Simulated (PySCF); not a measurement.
Radial density of W⁺ (tungsten, charge +1)

UHF, [Xe] 4f14 5d3 6s1 7s1, high-spin 6F determinant (an excited configuration). Computed with PySCF 2.14 in aug-cc-pVTZ-PP with one added diffuse shell each of s, p, d, f, g type with ECP60MDF (7s7p6d4f3g, 113 functions), with a scalar-relativistic core potential. This is the valence pseudo-density: the core potential removes the inner electrons and smooths the orbitals near the nucleus.

```tsv
r (bohr)	4πr²ρ (e/bohr)	4πr²(ρα − ρβ)
0.241	0.0002898	0.0000
0.405	0.05519	0.0036
0.680	3.655	0.2282
1.14	10.45	1.6040
1.93	3.454	1.9902
3.24	0.5959	0.5803
5.45	0.1830	0.1830
9.16	0.1015	0.1015
15.4	0.0004904	0.0005
25.9	5.422e-05	0.0001
```

Energies and moments cover only the electrons outside the core potential. Spin-orbit coupling, absent here, splits the open shell strongly. The outer electron is Rydberg-like, and this basis confines it to a smaller radius and binds it less than a complete one would.
